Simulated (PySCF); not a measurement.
**Structure from 2D NMR**

Compound of formula C$_{4}$H$_{11}$B$_{2}$NO$_{2}$. Correlations simulated from computed shifts and the bond graph:

HSQC (one-bond C–H):
```tsv
δH	δC
3.79	53.8
1.95	2.8
```

HMBC (two and three bonds, from the bond graph):
```tsv
δH	δC
2.10	115.9
1.95	115.9
```

Carbons without hydrogens: δ 115.9.

PySCF 2.14.0 with density-fitted response routines calculation with geometry: PBE0-D3(BJ)/def2-SVP and GIAO PBE0/pcSseg-1 shieldings; in vacuum, one computed conformer, no relativistic terms, averaged over atoms made equivalent by symmetry, fast rotation or ring inversion.

References, each an isolated molecule treated in the same way: ¹H (31.27 ppm) and ¹³C (184.41 ppm) against TMS.

Exchangeable hydrogens are left out of these lists.

Question: Work out the connectivity.

Answer: `[BH3-][N+]#CCB(OC)OC`.

Atom-mapped SMILES (the numbers label the heavy atoms): `[BH3-:1][N+:2]#[C:3][CH2:4][B:5]([O:6][CH3:7])[O:8][CH3:9]`. Each H is labelled by its parent atom.

- δC 115.9 is C3, a nitrilium-type carbon.
- δC 53.8 is C7/C9, a methyl carbon bonded to O (δH 3.79).
- δC 2.8 is C4, an sp3 CH2 bonded to B, α to a nitrile (δH 1.95).
- HMBC from δH 2.10 reaches the proton-free carbon C3.
- HMBC from δH 1.95 reaches the proton-free carbon C3.

The data come from this structure; uniqueness wasn't tested.

Hydrogens on boron are broadened and split by ¹¹B (spin 3/2, 80 %) and 10B (spin 3). A carbon bonded to boron is broadened by the quadrupolar boron nucleus and is often missing from a measured spectrum. Shifts are as computed. Against solution values, carbons near 30 ppm lie about +2 ppm off and those near 130 ppm about +5 ppm. Of 1211 compounds with measured shifts, 218 miss one by over three times the rms of a fit or turn the order of signals round; such compounds aren't used in these exercises.
